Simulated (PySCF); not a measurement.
Several compounds and their computed core spectra got separated.

The calculation used delta-SCF UKS SCAN, pcX-2 on the ionised atom, pcseg-1 elsewhere, spin-free X2C in PySCF 2.14.0. Geometries: PBE0-D3(BJ)/def2-SVP; isolated species, one conformer each.

Line lists (1s up to Mg, 2p3/2 beyond; areas count atoms within a level, one atom standing for each set equivalent by bonding):
1. B 1s: 194.40 eV; C 1s: 293.19 eV; O 1s: 540.64 eV
2. C 1s: 291.53 (area 1), 292.18 (area 1) eV; O 1s: 538.46 eV; Si 2p3/2: 106.28 (area 1), 106.28 (area 1) eV
3. C 1s: 296.51 (area 1), 297.59 (area 1), 298.14 (area 1), 302.96 (area 1) eV; F 1s: 700.73 (area 1), 700.86 (area 1) eV

Structures:
A. `[BH3-][O+](C)C`
B. `COC[SiH2][SiH3]`
C. `C[CH+]C=C(F)F`

Q: Which list belongs to which compound?

A: 
- 1 = A: no other candidate has this set of levels. B 1s: 194.40 four-coordinate boron; C 1s: 293.19 O-methyl carbon (×2); O 1s: 540.64 oxygen bonded to B and 2 C.
- 2 = B: no other candidate has this set of levels. C 1s: 291.53 sp3 carbon bound to oxygen, 292.18 methoxy carbon; O 1s: 538.46 ether oxygen; Si 2p3/2: 106.28 SiH2 silicon, 106.28 SiH3 silicon.
- 3 = C: no other candidate has this set of levels. C 1s: 296.51 methyl carbon, 297.59 carbon bonded to 2 C and H, 298.14 carbon bonded to 2 C and H, 302.96 carbon bonded to C and 2 F; F 1s: 700.73 vinyl fluorine, 700.86 vinyl fluorine.

The 2p values add to the ΔSCF energy of one spin-free hole a correction within the shell (spin–orbit coupling, ligand field). 2 of these hole states are spin-contaminated (⟨S²⟩ up to 0.98, against 0.75; counted from 0.85) and less certain.
